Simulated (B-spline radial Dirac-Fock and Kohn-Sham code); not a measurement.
**Cs: input and output of one calculation**

ΔSCF core binding energies without Breit or QED terms, calculated with a radial atomic solver. Keys: rel is the Hamiltonian (dirac, or spin-free x2c and nr, where L3 and M5 stand for the whole 2p and 3d shells), method is hf or an exchange,correlation pair (spin-unpolarised, also for the hole states), nuc the nuclear model, radius_factor scales its radius, rmax is the box in bohr, h the logarithmic mesh step, order the B-spline order, points the quadrature points per cell, c_factor scales the speed of light, and damp, ndamp, maxit and tol steer the iteration. The run stops when the commutator error falls below 10·tol·max(1, Z/10), or the numerical noise floor, and the energy has settled to about 1e-8 Ha; the virial ratio is −V/T.

Input (task.json):

```json
{"items": [{"Z": 55, "q": 0, "cfg": [[1, 0, 2], [2, 0, 2], [2, 1, 6], [3, 0, 2], [3, 1, 6], [3, 2, 10], [4, 0, 2], [4, 1, 6], [4, 2, 10], [5, 0, 2], [5, 1, 6], [6, 0, 1]], "A": 133, "rrms": 4.8041, "do": "settings", "holes": ["K", "L3", "M5"],
  "settings": [{"rel": "dirac", "method": "hf", "nuc": "fermi", "radius_factor": 1.0, "rmax": 45.0, "h": 0.3, "order": 8, "points": 10, "c_factor": 1.0, "maxit": 60, "damp": 0.5, "ndamp": 3, "tol": 1e-08, "cfg": "1s2 2s2 2p6 3s2 3p6 3d10 4s2 4p6 4d10 5s2 5p6 6s3"}]}]}
```

Command: `python xray2_run.py task.json out`

The program stops without a result: overfilled shell.

Q: One setting is unsound. Which, and why?

A: cfg puts more electrons in a shell than it can hold. With the default settings (Dirac Hartree-Fock): The ground state converged in 11 iterations, with total energy -7786.77413 Ha, virial ratio 1.93907 and highest orbital energy -3.49 eV. ΔSCF binding energies: K (1s) 36119.7 eV, L3 (2p3/2) 5028.3 eV, M5 (3d5/2) 732.3 eV.
